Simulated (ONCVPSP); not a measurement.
**Potentials for Bi compared**

Generated with ld1.x 7.5 (TM, RRKJ, ultrasoft, PAW), atompaw 4.2 or ONCVPSP 4.0.1. The cutoff is in Ry: for ld1.x and atompaw files where the sum of valence levels is converged to 10 mRy in a Bessel basis, for ONCV files where the hardest occupied wave has 1 mHa per electron of residual kinetic energy. The error is the largest all-electron minus pseudo excitation energy over each file’s own four to seven test configurations (ionisations up to +4, promotions, holes and added fractions of an electron), all of which were solved. The labels leave out finer settings (local radius, basis sizes, second energies), which also bear on the numbers. Spin-polarised tests are not counted. The rows are a selection from randomly drawn settings: files with unsolved tests, undetermined cutoffs or missed reference levels are left out.

A true bound ghost makes a file unfit for plane-wave use even where its test errors are small: the radial tests pick states by their node count and pass the ghost by.

| potential | cutoff (Ry) | largest error (meV) | bound ghosts |
| --- | --- | --- | --- |
| ONCV, LDA (Perdew-Wang 92), scalar-relativistic, rc 2.00/2.55/2.15 (spd), local s, core correction yes, reference 6s2 6p2, qcut 3.5/3.5/3.7, projectors 0/2/1 | 17 | -159 | none |
| ONCV, PBEsol, scalar-relativistic, rc 1.35/1.50/1.90 (spd), local smoothed, core correction no, reference 5s2 5p6 5d10 6s1 6p4, qcut 7.8/7.3/9.7, projectors 2/2/1 | 55 | -405 | none |
| ONCV, PBE, fully relativistic, rc 1.55/1.25/1.50 (spd), local smoothed, core correction yes, reference 5s2 5p6 5d10 6s2 6p1, qcut 6.2/9.8/8.8, projectors 2/3/2 | 75 | -321 | none |
| ONCV, LDA (Perdew-Zunger), scalar-relativistic, rc 1.90/2.15/1.45 (spd), local smoothed, core correction yes, reference 5d10 6s2 6p3, qcut 3/4/12.4, projectors 2/2/1 | 53 | -36 | s |

Task: Fill in the row for Bi: ONCV, PBEsol, scalar-relativistic, rc 2.00/1.80 (sp), local smoothed, core correction no, reference 6s2 6p3, qcut 2.7/4.4, projectors 1/2.

Result: cutoff 71 Ry, largest error -51 meV, bound ghosts: s, p.

Task: Fill in the row for Bi: ONCV, PBE, scalar-relativistic, rc 1.65/2.35 (sp), local smoothed, core correction yes, reference 6s2 6p1, qcut 3.8/3.1, projectors 3/3.

Result: cutoff 152 Ry, largest error +33 meV, bound ghosts: s.

Task: Fill in the row for Bi: ONCV, PBEsol, non-relativistic, rc 1.40/1.70/1.35 (spd), local smoothed, core correction yes, reference 5s2 5p6 5d10 6s2 6p2.5, qcut 10.1/9.3/7.2, projectors 2/2/1.

Result: cutoff 70 Ry, largest error -2.4 meV, bound ghosts: none.
